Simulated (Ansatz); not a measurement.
Program: Ansatz. Geometries: PBE0-D4/def2-TZVP. ΔE: electronic, gas phase. CCSD(T)/CBS is the MP2 limit (def2-TZVPP, def2-QZVPP) plus CCSD(T) − MP2 in def2-TZVPP, frozen cores. This one scheme is used for every species. One conformer a species, not always the lowest.

Reaction (substitution at a C–C bond): `CC(N)CN` + `N[SiH3]` → `CC(N)N[SiH3]` + CH₃NH₂

```json
{"level": "SCS-MP2/def2-TZVPP", "ΔE (kcal/mol)": "6.6"}
{"level": "SCS-MP2/def2-QZVPP", "ΔE (kcal/mol)": "6.6"}
```

(1) What does CCSD(T)/CBS give? (Best estimate.)

Largest T1 diagnostic among the species: 0.010.

Results:

(1) Computed: +6.8 kcal/mol. The listed levels differ from it by -0.2, -0.2 kcal/mol.

In def2-TZVPP, CCSD(T) changes the Hartree–Fock value by +1.6 kcal/mol (the triples alone add +0.1 kcal/mol) and MP2 by +2.1 kcal/mol.
